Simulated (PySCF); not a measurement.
C2H7BO, singlet, geometry from GFN2-xTB. Base run: CCSD(T)/cc-pVDZ (PySCF).

The PySCF input:
```python
from pyscf import gto, scf, cc

mol = gto.Mole()
mol.atom = '''
    B    -0.34304083    0.31910635    0.53253408
    H    -1.38146531   -0.04017254    0.97955924
    C     0.39701008    1.59703681    1.10719265
    H     0.59884637    1.48443536    2.17032782
    H    -0.22614654    2.48320369    1.00574199
    H     1.33985674    1.79098549    0.60471229
    O     0.23870738   -0.33452842   -0.46728430
    C    -0.28126360   -1.47932518   -1.08989298
    H    -0.42118850   -1.26836086   -2.15296407
    H     0.43846275   -2.29475539   -0.98382071
    H    -1.23729932   -1.78090993   -0.65175064
'''
mol.basis = 'cc-pvdz'
mol.verbose = 4
mol.max_memory = 1800
mol.build()

mf = scf.RHF(mol)
mf.kernel()

mycc = cc.CCSD(mf, frozen=4)
mycc.kernel()
et = mycc.ccsd_t()
print('E(CCSD(T)) = %.10f' % (mycc.e_tot + et))
```

Each row names what was changed in the base input (with any setting that the change needs).

| change | ΔE vs base (kcal/mol) | MP2 correlation (Eh) | CC correlation without the perturbative part (Eh) | basis functions | core-seconds (rough) |
|---|---|---|---|---|---|
| base | 0.000 | -0.55810 | -0.60705 | 91 | 20 |
| method = ccsd | 10.02 | -0.55810 | -0.60705 | 91 | 10 |
| method = cisd | 62.9 | - | - | 91 | 9 |
| method = mp2 | (withheld) | -0.55810 | - | 91 | 2 |

**Question.** Complete the blanks.

**Answer.** 
- method = mp2, ΔE vs base (kcal/mol): 40.74
